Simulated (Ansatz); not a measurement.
`[CH3][Al]([CH3])[TeH]` + `CNC=O` → `CN(C)C=O` + `[CH3][AlH][TeH]`  (substitution at a C–Al bond)

Calculated with Ansatz (gas phase, PBE0-D4/def2-TZVP geometries, no zero-point term in ΔE). CCSD(T)/CBS is the MP2 limit (def2-TZVPP, def2-QZVPP) plus CCSD(T) − MP2 in def2-TZVPP, frozen cores. DFT in def2-TZVPP. B3LYP here is the variant with VWN-RPA as its local correlation; programs differ in this. Elements past krypton have def2 core potentials. For Te outer-core shells are correlated without core-valence functions, which leaves a few kJ/mol of doubt a bond. Each species was taken in one conformer, which may not be the lowest.

`[CH3][Al]([CH3])[TeH]`:

Cartesian coordinates in Å:
```
C 1.692 0.067 0.081
Al -0.226 -0.045 -0.250
C -1.573 0.110 1.153
Te -1.084 -0.404 -2.617
H 1.991 -0.635 0.866
H 1.957 1.069 0.437
H 2.291 -0.141 -0.807
H -1.460 1.055 1.694
H -1.452 -0.690 1.891
H -2.596 0.061 0.773
H 0.459 -0.447 -3.221
```

`CNC=O`:

```xyz
9

C    -0.755    0.638    0.517
N     0.018   -0.526    0.168
C     0.979   -0.512   -0.781
O     1.301    0.450   -1.439
H    -1.822    0.470    0.351
H    -0.600    0.921    1.561
H    -0.424    1.456   -0.122
H    -0.153   -1.394    0.646
H     1.457   -1.502   -0.901
```

`CN(C)C=O`:

```xyz
12

C    -0.931    0.729    0.681
N     0.110   -0.069    0.090
C     0.114   -0.221   -1.338
C     1.051   -0.651    0.869
O     1.118   -0.570    2.075
H    -0.785    0.736    1.760
H    -1.917    0.312    0.451
H    -0.894    1.756    0.303
H    -0.811   -0.694   -1.687
H     0.955   -0.848   -1.637
H     0.210    0.748   -1.838
H     1.780   -1.229    0.271
```

`[CH3][AlH][TeH]`:

Z-matrix (Å, degrees):
```
C
Al 1 1.947
H 1 1.092 2 113.0
H 1 1.095 2 110.5 3 121.1
H 1 1.095 2 110.4 3 -121.1
Te 2 2.533 1 118.5 3 -0.3
H 2 1.584 1 123.8 3 179.7
H 6 1.657 2 91.2 1 179.9
```

(1) Is it downhill or uphill in electronic energy at CCSD(T)/CBS, and by how much? (Estimate.)

(2) What do these levels give: r2SCAN-D4, B97M-V, B3LYP-D4, revPBE, HF/def2-SVP, MP2/CBS(def2)? (An estimate is asked.)

Largest T1 diagnostic among the species: 0.015.

Answers

(1) The calculation gave: Uphill: ΔE = +65.2 kJ/mol.

(2) The calculation gave: r2SCAN-D4 65.1, B97M-V 55.8, B3LYP-D4 61.8, revPBE 65.9, HF/def2-SVP 48.7, MP2/CBS(def2) 68.1 kJ/mol.

At CCSD(T), def2-SVP lies −21.2 kJ/mol from the extrapolated value and def2-TZVPP −4.3 kJ/mol. Leaving LDA and LC-ωPBE aside and taking each functional with its dispersion term where it has one, the values, not all of them listed here, spread over 9.4 kJ/mol, from B97M-V to r2SCANh-D4. LDA lies −9.1 kJ/mol from PBE without D4.
